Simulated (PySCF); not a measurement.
Orbital picture of SrBr

PBE at R = 2.770 Å; Sr def2-SVP with ECP28, Br def2-SVP; scalar-relativistic core potentials (PySCF 2.14). State: ²Σ⁺ (doublet), unpaired electrons σ ↑. Only the outer orbitals are listed, counted within each symmetry, core potentials removing the inner ones.

```
spin  orbital  occ.  ε (eV)  on Sr (%)   main shells (%)
   α       4π     1  -23.31        100          100 Sr p
   α       4π     1  -23.31        100          100 Sr p
   α       8σ     1  -23.20         98           98 Sr p
   α       9σ     1  -17.15          4           96 Br s
   α      10σ     1   -6.60         17   83 Br p, 8 Sr s
   α       5π     1   -6.02          8           92 Br p
   α       5π     1   -6.02          8           92 Br p
   α      11σ     1   -3.64         97  82 Sr s, 10 Sr p
   α       6π     0   -1.83        100  58 Sr p, 41 Sr d
   α       6π     0   -1.83        100  58 Sr p, 41 Sr d
   α      12σ     0   -1.71         98  57 Sr d, 40 Sr p
   β       4π     1  -23.19        100          100 Sr p
   β       4π     1  -23.19        100          100 Sr p
   β       8σ     1  -23.08         98           98 Sr p
   β       9σ     1  -17.14          4           96 Br s
   β      10σ     1   -6.55         16           84 Br p
   β       5π     1   -6.01          8           92 Br p
   β       5π     1   -6.01          8           92 Br p
   β      11σ     0   -2.83         98           87 Sr s
   β       2δ     0   -1.10        100          100 Sr d
   β       2δ     0   -1.10        100          100 Sr d
```

Question: Which are the highest filled and the lowest empty level, where do they sit, and how wide is the gap?

Answer: Highest filled α 11σ at -3.64 eV (in %: 82 Sr s, 10 Sr p); lowest empty β 11σ at -2.83 eV (in %: 87 Sr s); the gap at PBE is 0.81 eV.

* bond order (Mayer): 1.17
* ⟨S²⟩: 0.750
* charge on Sr (Mulliken, basis-dependent): 0.34
* charge on Sr (Löwdin, basis-dependent): 0.08
* dipole moment (positive dipole means Sr(−)Br(+)): -4.70 D
* polarisability along the bond: 165.0 bohr³
* polarisability across the bond: 183.4 bohr³

Spin–orbit coupling is left out. The state is the lowest determinant that a PBE0 search found; another state may lie lower at other levels.
